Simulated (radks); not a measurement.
Species: Fe2+. Configuration: [Ne] 3s1.75 3p6 3d6 4p0.25 (fractional occupations, a model configuration). All-electron calculation, scalar-relativistic Kohn-Sham, r2SCAN, spin-polarised, spherical densities, finite nucleus; open shells are filled with parallel spins first; meta-GGA in the generalised Kohn-Sham scheme; Fermi nuclear charge, rms radius 3.7377 fm. Program: a radial shooting solver on a logarithmic mesh with Libxc functionals.

Unscreened Slater integrals over Kohn-Sham orbitals (eV). They are taken over the spin-up orbitals. Empty in this configuration: 4s.

| integral | value |
|---|---|
| F0(4p,4p) | 8.3103 |
| F2(4p,4p) | 4.4201 |
| F0(4p,3d) | 10.622 |
| F2(4p,3d) | 2.4519 |
| G1(4p,3d) | 1.0346 |
| G3(4p,3d) | 0.87350 |
| F0(4p,3p) | 10.800 |
| F2(4p,3p) | 2.0118 |
| G0(4p,3p) | 0.50242 |
| G2(4p,3p) | 0.57947 |
| F0(4p,3s) | 10.842 |
| G1(4p,3s) | 0.58467 |
| F0(4p,4s) | 9.0089 |
| G1(4p,4s) | 5.9188 |
| F0(3d,3d) | 24.439 |
| F2(3d,3d) | 11.315 |
| F4(3d,3d) | 7.0410 |
| F0(3d,3p) | 26.394 |
| F2(3d,3p) | 12.489 |
| G1(3d,3p) | 15.489 |
| G3(3d,3p) | 9.3862 |
| F0(3d,3s) | 27.000 |
| G2(3d,3s) | 11.774 |
| F0(3d,4s) | 12.493 |
| G2(3d,4s) | 1.5638 |
| F0(3p,3p) | 28.875 |
| F2(3p,3p) | 14.474 |
| F0(3p,3s) | 29.584 |
| G1(3p,3s) | 19.632 |
| F0(3p,4s) | 12.767 |
| G1(3p,4s) | 0.85910 |
| F0(3s,3s) | 30.361 |
| F0(3s,4s) | 12.829 |
| G0(3s,4s) | 0.61544 |
| F0(4s,4s) | 9.9783 |

Derived for the open shells (J is the average intra-shell exchange parameter used in DFT+U). 3d: Racah B = F2/49 - 5 F4/441 = 0.1511 eV, C = 35 F4/441 = 0.5588 eV, C/B = 3.70, F4/F2 = 0.622, J = (F2 + F4)/14 = 1.311 eV. 4p: J = F2/5 = 0.8840 eV.
